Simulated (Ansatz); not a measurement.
`[F][SnH2][F]` + `C/N=C(/O)C#N` → `N#[C][SnH2][F]` + `C/N=C(/O)F`  (formal exchange of groups at the Sn–F bond)

Computed with Ansatz on PBE0-D4/def2-TZVP structures; ΔE is electronic, products minus reactants. CCSD(T)/CBS adds triple-zeta CCSD(T) − MP2 to the extrapolated MP2 energy (def2 sets, frozen cores). Double bonds are as drawn, so ΔE can hold a change between cis and trans. DFT in def2-TZVPP. def2 core potentials past Kr. For Sn outer-core shells are correlated without core-valence functions, which leaves a few kJ/mol of doubt a bond. One conformer a species, not always the lowest.

CCSD(T)/CBS gives +0.67 eV.

Another level gave +0.65 eV. Which?
A. HF/def2-TZVPP
B. CCSD/def2-TZVPP
C. ωB97X-V/def2-TZVPP
D. MP2/def2-TZVPP

D. MP2/def2-TZVPP 0.65, HF/def2-TZVPP 0.39, CCSD/def2-TZVPP 0.52, ωB97X-V 0.57 eV.

Largest T1 diagnostic among the species: 0.014.

In def2-TZVPP, CCSD(T) changes the Hartree–Fock value by +0.17 eV (the triples alone add +0.04 eV) and MP2 by +0.26 eV. From PBE to PBE0 (25 % exact exchange), in def2-TZVPP and without D4, ΔE moves by −0.11 eV.
